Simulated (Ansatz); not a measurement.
Pulling on the Al1–Br4 bond in AlBrFH (SMILES [F][AlH][Br]) (multiplicity 1 held, fragments rigid). Energies count from the point at 2.246 Å.
Geometry at that point (charge 0, multiplicity 1):
```xyz
4

Al     0.14259    -1.02186     0.68600
H     -0.74582    -2.28638     0.87331
F      1.56773    -0.90211     1.50145
Br    -0.43478     0.67684    -0.66584
```

R- and RO- levels are restricted; in cc, def2 and unpolarised 6-31G sets they are followed outwards from rest. Unrestricted levels (U-) break spin symmetry where that is lower. Active spaces are followed from a long bond inwards. Levels need not reach the same state.

Cores are frozen in the correlated methods. Filled d and f shells under p-block atoms count as core.

Run with Ansatz (a first-principles code) with Gaussian orbitals. Values without a source in brackets are computed.

Energies in kcal/mol.

```tsv
R (Å)	U-HF/def2-SVP	R-CCSDT(Q)/def2-SVP	CASSCF(6,4)/def2-SVP	FIC-MRCISD on CASSCF(6,4)/def2-SVP	FIC-MRCISD+Q on CASSCF(6,4)/def2-SVP
1.797	67.8	68.1	67.9	67.5	67.8
2.022	11.9	12.0	12.3	11.8	11.9
2.246	0.0	0.0	0.0	0.0	0.0
2.471	6.9	6.7	6.0	6.7	6.7
2.696	21.2	20.4	18.9	20.4	20.5
3.033	45.8	43.6	41.0	43.5	43.9
3.370	67.2	64.2	60.5	64.0	64.5
3.931	80.7	87.9	82.0	87.4	88.3
4.493	83.8	97.8	90.6	97.4	98.6
5.167	84.5	99.5	93.0	100.4	101.8
6.065	84.6	99.1	93.5	101.0	102.4
7.189	84.7	99.2	93.5	101.1	102.5
```

Doubts at one or more of the structures used: a spin-contaminated determinant (U-HF/def2-SVP); a restricted determinant that unrestricted orbitals would lower (R-CCSDT(Q)/def2-SVP); T1 above 0.05 (R-CCSDT(Q)/def2-SVP); other coupled-cluster roots lie near (R-CCSDT(Q)/def2-SVP); active orbitals that take no part (CASSCF(6,4)/def2-SVP, FIC-MRCISD on CASSCF(6,4)/def2-SVP, FIC-MRCISD+Q on CASSCF(6,4)/def2-SVP).
